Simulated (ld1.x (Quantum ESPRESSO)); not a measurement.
# PBE PAW dataset for beryllium, non-relativistic all-electron reference.

ld1.x (Quantum ESPRESSO) 7.5 was run on this input:

```
&input
   title='Be', zed=4., rel=0, dft='PBE', iswitch=3,
   config='[He] 2s2 2p0 3d-2',
   nld=3, rlderiv=5.20, eminld=-10.0, emaxld=5.0, deld=0.04
 /
 &inputp
   pseudotype=3, lpaw=.true., tm=.true., lloc=-1, rcloc=3.20,
   nlcc=.false.,
   which_augfun='PSQ', rmatch_augfun_nc=.true.,
   file_pseudopw='Be.UPF', file_wfcaegen='ae.wfc', file_wfcncgen='nc.wfc', file_beta='beta', file_chi='chi', file_wfcusgen='us.wfc'
 /
6
1S  1  0   2.00   0.00  0.65  0.70  0.0
2S  2  0   2.00   0.00  0.65  0.70  0.0
2P  2  1   0.00   0.00  4.00  4.80  0.0
2P  2  1   0.00   0.65  4.00  4.80  0.0
3D  3  2  -2.00   0.25  2.95  3.50  0.0
3D  3  2  -2.00   1.25  2.95  3.50  0.0
 &test
   configts(1)='1s2 2s2 2p0'
 /
```

Command:

```bash
ld1.x < Be.in > Be.out
```

The program printed (shortened: banner, matrices, multipoles, cross overlaps and the repeated all-electron block are left out):

```
Program LD1 v.7.5
     --------------------------- All-electron run ----------------------------

     Be

     atomic number is  4.00
     dft =PBE   lsd =0 sic =0 latt =0  beta=0.20 tr2=1.0E-14
     Exchange-correlation= PBE
                           (   1   4   3   4   0   0   0)
     mesh =1041 r(mesh) = 100.85720 a.u. xmin = -7.00 dx = 0.01250
     1 Ry =  13.60569312 eV

     n l     nl                  e(Ry)          e(Ha)          e(eV)
     1 0     1S 1( 2.00)        -7.8052        -3.9026      -106.1957
     2 0     2S 1( 2.00)        -0.4122        -0.2061        -5.6089
     2 1     2P 1( 0.00)        -0.1484        -0.0742        -2.0196

     final scf error:  6.2E-15 reached in  23 iterations

     Etot =     -29.260131 Ry,     -14.630066 Ha,    -398.104366 eV

     Ekin =      29.116617 Ry,      14.558308 Ha,     396.151750 eV
     Encl =     -67.276028 Ry,     -33.638014 Ha,    -915.336988 eV
     Eh   =      14.337513 Ry,       7.168757 Ha,     195.071808 eV
     Exc  =      -5.438234 Ry,      -2.719117 Ha,     -73.990936 eV

     normalization and overlap integrals

     s(1S/1S) =  1.000000  <r> =   0.4209  <r2> =    0.2417  r(max) =   0.2661
     s(2S/2S) =  1.000000  <r> =   2.6039  <r2> =    8.1486  r(max) =   2.0415
     s(2P/2P) =  1.000000  <r> =   3.2182  <r2> =   13.2378  r(max) =   2.2846

     ------------------------ End of All-electron run ------------------------

     --------------------- Generating PAW atomic setup --------------------

      Generating local potential from pseudized AE potential:
      Matching radius rcloc =   3.2000

      Local pseudo, rcloc= 3.202 Estimated cut-off energy=     2.38 Ry

      Computing core charge for PAW:
      Integrated core pseudo-charge :   0.00
      Wfc-us  1S rcutus= 0.697  Estimated cut-off energy=   102.51 Ry
      Wfc-us  2S rcutus= 0.697  Estimated cut-off energy=   207.65 Ry
      Wfc-us  2P rcutus= 4.776  Estimated cut-off energy=     3.53 Ry
      Wfc-us  2P rcutus= 4.776  Estimated cut-off energy=     3.44 Ry
      Wfc-us  3D rcutus= 3.539  Estimated cut-off energy=     8.42 Ry
      Wfc-us  3D rcutus= 3.539  Estimated cut-off energy=    10.66 Ry

     Required augmentation: PSQ   radius:    4.800000

     Q pseudized with Bessel functions
     Expected ecutrho=     813.7315 due to l1=  0   l2=  2

     Estimated PAW energy =  -29.260131 Ryd

     ------------------- End of pseudopotential generation -------------------

     Computing logarithmic derivative in   5.18088
     Computing logarithmic derivative in   5.18088
     Computing the partial wave expansion
     R is outside the sphere for l=    0 j= 0.00
     R is outside the sphere for l=    0 j= 0.00
     R is outside the sphere for l=    1 j= 0.00
     R is outside the sphere for l=    1 j= 0.00
     R is outside the sphere for l=    2 j= 0.00
     R is outside the sphere for l=    2 j= 0.00

     ---------------------- Testing the pseudopotential ----------------------

     Be

     atomic number is  4.00   valence charge is  4.00
     dft = SLA  PW   PBX  PBC   lsd =0 sic =0 latt =0  beta=0.20 tr2=1.0E-14
     mesh =1041 r(mesh) = 100.85720 xmin = -7.00 dx = 0.01250

     n l     nl             e AE (Ry)        e PS (Ry)    De AE-PS (Ry)
     1 0     1S   1( 2.00)       -7.80524       -7.80524        0.00000
     2 0     2S   1( 2.00)       -0.41224       -0.41224        0.00000
     2 1     2P   1( 0.00)       -0.14844       -0.14844        0.00000

     eps = 1.1E-16  iter =  1

     Etot =     -29.260131 Ry,     -14.630066 Ha,    -398.104366 eV
     Etotps =   -29.260131 Ry,     -14.630066 Ha,    -398.104364 eV

     Ekin =      29.116639 Ry,      14.558320 Ha,     396.152061 eV
     Encl =     -67.276050 Ry,     -33.638025 Ha,    -915.337297 eV
     Ehrt =      14.337513 Ry,       7.168757 Ha,     195.071808 eV
     Ecxc =      -5.438234 Ry,      -2.719117 Ha,     -73.990936 eV

     ---------------------- End of pseudopotential test ----------------------
```

Generation and configuration tests took about 3.3 s on one core of a shared server CPU.

Transferability test of the new file with ld1.x, input:

```
&input
   title='Be', zed=4., rel=0, dft='PBE', iswitch=2,
   config='[He] 2s2 2p0 3d-2'
 /
 &test
   file_pseudo='Be.UPF', nconf=8,
   configts(1)='1s2 2s2 2p0',
   configts(2)='1s2 2s1 2p0',
   configts(3)='1s2 2s0 2p0',
   configts(4)='1s2 2s1.5 2p0',
   configts(5)='1s2 2s0 2p1',
   configts(6)='1s1 2s2 2p0',
   configts(7)='1s2 2s0 2p2',
   configts(8)='1s2 2s1 2p1'
 /
```

```bash
ld1.x < Be.test.in > Be.test.out
```

Pseudopotential blocks of its output, shortened (energy terms left out; the distinct warnings before each block abridged to one line each):

```
     ---------------------- Testing the pseudopotential ----------------------

     n l     nl             e AE (Ry)        e PS (Ry)    De AE-PS (Ry)
     1 0     1S   1( 2.00)       -7.80524       -7.80524        0.00000
     2 0     2S   1( 2.00)       -0.41224       -0.41224        0.00000
     2 1     2P   1( 0.00)       -0.14844       -0.14844        0.00000

     eps = 8.0E-16  iter =  1

     Etot =     -29.260131 Ry,     -14.630066 Ha,    -398.104363 eV
     Etotps =   -29.260131 Ry,     -14.630066 Ha,    -398.104364 eV

     ---------------------- End of pseudopotential test ----------------------

          Warning: n=1, l=0 expected 0 nodes, found 1
     ---------------------- Testing the pseudopotential ----------------------

     n l     nl             e AE (Ry)        e PS (Ry)    De AE-PS (Ry)
     1 0     1S   1( 2.00)       -8.65584       -8.65870        0.00287
     2 0     2S   1( 1.00)       -1.00680       -1.00714        0.00034
     2 1     2P   1( 0.00)       -0.71859       -0.71773       -0.00085

     eps = 2.0E-15  iter = 11

     Etot =     -28.558281 Ry,     -14.279141 Ha,    -388.555211 eV
     Etotps =   -28.558099 Ry,     -14.279049 Ha,    -388.552726 eV
     dEtot_ae =       0.701850 Ry
     dEtot_ps =       0.702032 Ry,   Delta E=      -0.000183 Ry

     ---------------------- End of pseudopotential test ----------------------

          BEWARE! Errors in PS-KS equations
     Warning: n=2, l=0 expected 1 nodes, found 2
     Warning: n=2, l=1 expected 0 nodes, found 2
     ---------------------- Testing the pseudopotential ----------------------

     n l     nl             e AE (Ry)        e PS (Ry)    De AE-PS (Ry)
     1 0     1S   1( 2.00)       -9.72093       -9.71993       -0.00100
     2 0     2S   1( 0.00)       -1.53538       -1.53538        0.00000
     2 1     2P   1( 0.00)       -1.27411       -1.27411        0.00000

     eps = 1.8E-31  iter = 42

     Etot =     -27.239331 Ry,     -13.619665 Ha,    -370.609976 eV
     Etotps =   -19.439856 Ry,      -9.719928 Ha,    -264.492714 eV
     dEtot_ae =       2.020800 Ry
     dEtot_ps =       9.820275 Ry,   Delta E=      -7.799475 Ry

     ---------------------- End of pseudopotential test ----------------------

          ---------------------- Testing the pseudopotential ----------------------

     n l     nl             e AE (Ry)        e PS (Ry)    De AE-PS (Ry)
     1 0     1S   1( 2.00)       -8.20056       -8.20199        0.00143
     2 0     2S   1( 1.50)       -0.69797       -0.69816        0.00019
     2 1     2P   1( 0.00)       -0.41676       -0.41652       -0.00024

     eps = 7.6E-15  iter = 10

     Etot =     -28.983757 Ry,     -14.491879 Ha,    -394.344104 eV
     Etotps =   -28.983712 Ry,     -14.491856 Ha,    -394.343490 eV
     dEtot_ae =       0.276374 Ry
     dEtot_ps =       0.276419 Ry,   Delta E=      -0.000045 Ry

     ---------------------- End of pseudopotential test ----------------------

          ---------------------- Testing the pseudopotential ----------------------

     n l     nl             e AE (Ry)        e PS (Ry)    De AE-PS (Ry)
     1 0     1S   1( 2.00)       -8.69378       -8.70446        0.01068  !
     2 0     2S   1( 0.00)       -1.01028       -1.01187        0.00160
     2 1     2P   1( 1.00)       -0.72430       -0.72593        0.00163

     eps = 1.9E-16  iter =  9

     Etot =     -28.271163 Ry,     -14.135582 Ha,    -384.648772 eV
     Etotps =   -28.270385 Ry,     -14.135193 Ha,    -384.638186 eV
     dEtot_ae =       0.988968 Ry
     dEtot_ps =       0.989746 Ry,   Delta E=      -0.000778 Ry

     ---------------------- End of pseudopotential test ----------------------

          Warning: convergence not achieved
     ---------------------- Testing the pseudopotential ----------------------

     n l     nl             e AE (Ry)        e PS (Ry)    De AE-PS (Ry)
     1 0     1S   1( 1.00)      -11.11946      -13.48816        2.36870  !
     2 0     2S   1( 2.00)       -1.32568       -0.83230       -0.49338  !
     2 1     2P   1( 0.00)       -1.03409       -1.03409        0.00000

     eps = 5.3E+00  iter =201

     Etot =     -19.833118 Ry,      -9.916559 Ha,    -269.843316 eV
     Etotps =   -15.152760 Ry,      -7.576380 Ha,    -206.163800 eV
     dEtot_ae =       9.427013 Ry
     dEtot_ps =      14.107371 Ry,   Delta E=      -4.680358 Ry

     ---------------------- End of pseudopotential test ----------------------

          ---------------------- Testing the pseudopotential ----------------------

     n l     nl             e AE (Ry)        e PS (Ry)    De AE-PS (Ry)
     1 0     1S   1( 2.00)       -7.99860       -8.00374        0.00513  !
     2 0     2S   1( 0.00)       -0.48367       -0.48375        0.00008
     2 1     2P   1( 2.00)       -0.21601       -0.21579       -0.00021

     eps = 7.2E-15  iter = 12

     Etot =     -28.727484 Ry,     -14.363742 Ha,    -390.857335 eV
     Etotps =   -28.727199 Ry,     -14.363600 Ha,    -390.853459 eV
     dEtot_ae =       0.532647 Ry
     dEtot_ps =       0.532932 Ry,   Delta E=      -0.000285 Ry

     ---------------------- End of pseudopotential test ----------------------

          ---------------------- Testing the pseudopotential ----------------------

     n l     nl             e AE (Ry)        e PS (Ry)    De AE-PS (Ry)
     1 0     1S   1( 2.00)       -7.90944       -7.91282        0.00339
     2 0     2S   1( 1.00)       -0.45298       -0.45329        0.00030
     2 1     2P   1( 1.00)       -0.18634       -0.18651        0.00017

     eps = 7.3E-15  iter =  8

     Etot =     -28.994777 Ry,     -14.497388 Ha,    -394.494037 eV
     Etotps =   -28.994696 Ry,     -14.497348 Ha,    -394.492943 eV
     dEtot_ae =       0.265354 Ry
     dEtot_ps =       0.265435 Ry,   Delta E=      -0.000081 Ry

     ---------------------- End of pseudopotential test ----------------------
```
